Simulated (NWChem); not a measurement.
# SiHOBr, singlet; SMILES O[Si]Br

```xyz
4

Si     0.6718     1.1509     0.0000
Br    -0.0656    -0.9853     0.0000
O     -0.7971     1.9342     0.0000
H     -0.7336     2.8978     0.0000
```
Atoms are numbered in this order, from 1.

Low-valent species are run as closed-shell singlets; no triplet was tried in these runs. All runs use the structure optimised with PBE0/def2-SVP.

Symmetry labels are those of Cs in the frame above (b1 and b2, or b-type labels, depend on it).

List the 4 lowest vertical singlet excitations from B3LYP/def2-SVPD, TDA (NWChem).


```
state  energy (eV)  oscillator strength  symmetry  leading excitation (squared amplitude)
-----  -----------  -------------------  --------  --------------------------------------
S1            4.19                0.045        a"                      HOMO → LUMO (0.94)
S2            4.81                0.009        a"                    HOMO−1 → LUMO (0.96)
S3            5.31                0.004        a'                    HOMO−2 → LUMO (0.83)
S4            6.01                0.178        a'                    HOMO → LUMO+1 (0.70)
```
